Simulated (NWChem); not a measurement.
# C3H5, doublet; SMILES [CH]=CC

Program: NWChem. Spin-unrestricted. Structure relaxed at the PBE0/def2-SVP, spin-unrestricted level. No stability test was run on the SCF state. Level r2SCAN/def2-SVP: energy and gradient on several grids; changes count from the extra-fine grid, which is no exact limit either.

Which is the coarsest grid (medium; xfine; fine; xcoarse; coarse) from which on the energy stays within 50 μHa and each gradient component within 100 μHa/bohr of xfine?

fine.
| grid | size of the energy change (μHa) | largest change of a gradient component (μHa/bohr) | time, medium = 1 (rough) |
|---|---|---|---|
| xcoarse | 5000 | 5000 | 0.5 |
| coarse | < 10 | 200 | about 1 |
| medium | 100 | 100 | about 1 |
| fine | 10 | < 30 | about 1 |
| xfine | < 10 | < 30 | 4 |
